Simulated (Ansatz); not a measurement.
Two members of one family (Series SnH3X), computed with Ansatz in the gas phase; def2 core potentials for Sn, no spin–orbit coupling. The two geometries come from different levels. Binding counts from free atoms in the multiplicity of their measured ground term, without zero-point energy. The structures are stationary points that may keep the symmetry of their start.

First: SnH3(NHMe) (singlet, charge 0, B3LYP-D4/def2-SVP geometry).

```xyz
10

Sn   -0.130   -0.613    1.436
H    -1.443   -0.366    2.514
H     0.043   -2.264    0.993
H     1.346   -0.049    2.145
N    -0.637    0.379   -0.293
C     0.280    0.410   -1.420
H    -1.039    1.297   -0.110
H     1.196    1.024   -1.279
H     0.615   -0.612   -1.663
H    -0.230    0.793   -2.324
```

```csv
level,HOMO (eV),LUMO (eV),gap (eV),binding per atom (eV)
PBE-D4/def2-SVP,-4.85,-0.55,4.30,3.16
r2SCAN-D4/def2-TZVP,-5.34,-0.51,4.83,3.12
PBE0-D4/def2-SVP,-6.25,0.28,6.53,3.12
BHLYP-D4/def2-TZVP,-7.72,0.56,8.27,3.07
LC-ωPBE/def2-TZVP,-9.17,1.82,10.99,3.12
```

Second: SnEtH3 (singlet, charge 0, PBE0-D4/def2-SVP geometry).

| atom | x (Å) | y (Å) | z (Å) |
| --- | --- | --- | --- |
| Sn1 | -0.194 | -1.582 | 0.303 |
| C2 | 0.693 | 0.309 | -0.261 |
| C3 | -0.262 | 1.489 | -0.149 |
| H4 | 1.066 | 0.194 | -1.291 |
| H5 | 1.579 | 0.450 | 0.378 |
| H6 | 0.226 | 2.433 | -0.442 |
| H7 | -1.144 | 1.365 | -0.797 |
| H8 | -0.631 | 1.623 | 0.881 |
| H9 | -1.594 | -1.872 | -0.650 |
| H10 | -0.658 | -1.538 | 1.956 |
| H11 | 0.917 | -2.870 | 0.070 |

**Question.** Estimate how these quantities change from the first to the second (second minus first).

**Answer.** 
| level | Δ HOMO (eV) | Δ LUMO (eV) | Δ gap (eV) | Δ binding per atom (eV) |
| --- | --- | --- | --- | --- |
| PBE-D4/def2-SVP | -1.76 | 0.52 | 2.28 | 0.21 |
| r2SCAN-D4/def2-TZVP | -1.54 | 0.56 | 2.10 | 0.23 |
| PBE0-D4/def2-SVP | -1.54 | 0.48 | 2.02 | 0.24 |
| BHLYP-D4/def2-TZVP | -1.14 | 0.37 | 1.51 | 0.23 |
| LC-ωPBE/def2-TZVP | -1.26 | 0.34 | 1.60 | 0.22 |
